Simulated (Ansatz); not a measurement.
Total energies of the cluster TlH2 from Ansatz at PBE-D4/def2-TZVP, gas phase (1 Eh = 27.2114 eV = 2625.5 kJ/mol). The reference geometry is relaxed at r2SCAN-D4/def2-TZVP.

Cartesian coordinates in Å:
```
Tl -0.335 0.330 -0.300
H -1.097 -1.008 0.634
H 1.432 0.678 -0.334
```

```csv
state,geometry,energy (Eh)
charge 0 doublet,reference,-173.66799
charge 1 singlet,reference,-173.38950
charge 0 quartet,relaxed at r2SCAN-D4/def2-TZVP,-173.54946
free Tl atom (doublet),–,-172.53524
free H atom (doublet),–,-0.49962
```

In the def2 sets Tl takes a core potential; there is no spin–orbit coupling.

(1) Work out the vertical ionisation energy to the singlet.

(2) Which of the charge 0 states is lowest, and how far above it are the others?

(3) What is the binding energy per atom against free atoms?

(1) E(charge 1 singlet) − E(charge 0 doublet) = -173.38950 − (-173.66799) = 0.27849 Eh = 7.58 eV. For comparison, −ε of the highest occupied level of the spin that leaves is 4.48 eV at this level, 3.10 eV less.

(2) The doublet. quartet: -173.54946 − (-173.66799) = 0.11853 Eh = 311.2 kJ/mol.

(3) Atoms: 1 × (-172.53524) + 2 × (-0.49962) = -173.53448 Eh. Binding: -173.53448 − (-173.66799) = 0.13351 Eh = 3.63 eV, or 1.21 eV for each of 3 atoms (no zero-point energy, no counterpoise term).

The restricted singlet is unstable towards broken spin symmetry in Hartree–Fock (as tested in another run); at PBE-D4/def2-TZVP this wasn't settled. 

The structure comes from a short search, and lower isomers may exist.
